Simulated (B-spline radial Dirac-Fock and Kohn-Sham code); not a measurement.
**Subshell cross sections of Au⁷⁺, photon energy 627 eV**

System: gold as Au⁷⁺, configuration [Xe] 4f14 5d4.

Calculated with an atomic code on a B-spline grid, using Dirac-Hartree-Slater photoionisation with all multipoles and Dirac-Fock thresholds. The asymmetry parameter β is from the dipole term alone. Kinetic energies are from the vacuum level. Open shells are spread statistically over j, without multiplet splitting.

| subshell | electrons | binding (eV) | kinetic (eV) | σ (kb) | β |
| --- | --- | --- | --- | --- | --- |
| 4d3/2 | 4 | 477.4 | 149.6 | 241 | -0.24 |
| 4d5/2 | 6 | 459.2 | 167.8 | 396 | 0.08 |
| 4f5/2 | 6 | 206.7 | 420.3 | 961 | 0.71 |
| 4f7/2 | 8 | 203.1 | 423.9 | 1250 | 0.73 |
| 5s | 2 | 230.7 | 396.3 | 24.1 | 1.79 |
| 5p1/2 | 2 | 187.8 | 439.2 | 18.1 | 1.04 |
| 5p3/2 | 4 | 169.6 | 457.4 | 57.9 | 1.07 |
| 5d3/2 | 1.6 | 111.9 | 515.1 | 19.8 | 0.66 |
| 5d5/2 | 2.4 | 109.6 | 517.4 | 30.7 | 0.90 |

Branching ratios of the spin-orbit partners (statistical value in brackets): 4d 1.65 (1.50), 4f 1.30 (1.33), 5p 3.20 (2.00), 5d 1.55 (1.50).

Run: 8.9 s of CPU time on 1 thread of Neoverse-N1 (shared host), peak memory 0.39 GiB.
